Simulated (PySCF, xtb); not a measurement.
TeBr2, SMILES Br[Te]Br.

The structure is a stationary point at B3LYP-D3(BJ)/def2-SVP. The def2 effective core potentials stand for the cores of Te; spin–orbit coupling is left out.

Computed with PySCF 2.14.0 with C-PCM-ωB97X/def2-SVP.

The values are the electrostatic part of the solvation free energy, E(continuum) − E(gas) at the gas-phase geometry, in a cavity of scaled van der Waals radii (PySCF's table); cavitation and dispersion terms are not included. In vacuum the orbital gap is 7.59 eV. The dipole moment in vacuum is 1.95 D.

```
solvent             ε  ΔG(elec) (kcal/mol)  dipole (D)  gap (eV)
--------------  -----  -------------------  ----------  --------
water           78.36                 -3.3        2.79      7.68
chlorobenzene    5.70                 -2.7        2.61      7.67
ethylethanoate   5.99                 -2.7        2.62      7.67
```

For comparison, GFN2-xTB/ALPB(water) (xtb, at the GFN2-xTB geometry, all terms of that model) gives -1.3 kcal/mol.
